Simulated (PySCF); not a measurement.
Energy of Nb⁺ (niobium, charge +1) between two integer charges

The 4d alpha orbital of [Kr] 4d4 is emptied in steps (occupation f), with all orbitals relaxed, ending at [Kr] 4d3. Calculation: PySCF 2.14, in x2c-TZVPall; the spin-free X2C one-electron Hamiltonian (Gaussian nucleus). The exact energy is a straight line in f; departures are measured from the line between the end points of the same method.

```
  f  BHandHLYP (eV)  wB97X (eV)
  1           0.000       0.000
0.9          -0.171      -0.071
0.7          -0.403      -0.170
0.5          -0.485      -0.205
0.3          -0.412      -0.172
0.1          -0.178      -0.073
  0           0.000       0.000
```

```tsv
method	E(f=0) − E(f=1) (eV)	−ε at f=1 (eV)	−ε at f=0.5 (eV)
BHandHLYP	13.934	12.052	13.909
wB97X	13.895	13.120	13.888
```

Orbital energy along the path (eV):

```json
{"f": "1", "BHandHLYP": "-12.052", "wB97X": "-13.120"}
{"f": "0.9", "BHandHLYP": "-12.405", "wB97X": "-13.252"}
{"f": "0.7", "BHandHLYP": "-13.142", "wB97X": "-13.557"}
{"f": "0.5", "BHandHLYP": "-13.909", "wB97X": "-13.888"}
{"f": "0.3", "BHandHLYP": "-14.698", "wB97X": "-14.227"}
{"f": "0.1", "BHandHLYP": "-15.508", "wB97X": "-14.549"}
{"f": "0", "BHandHLYP": "-15.931", "wB97X": "-14.706"}
```

Reference removal energy between the ground levels: 14.32 eV (semi-empirical (NIST evaluation); NIST Atomic Spectra Database, ionization energies). The calculation has no spin-orbit coupling. The determinant left behind need not be the lowest term of the ion.
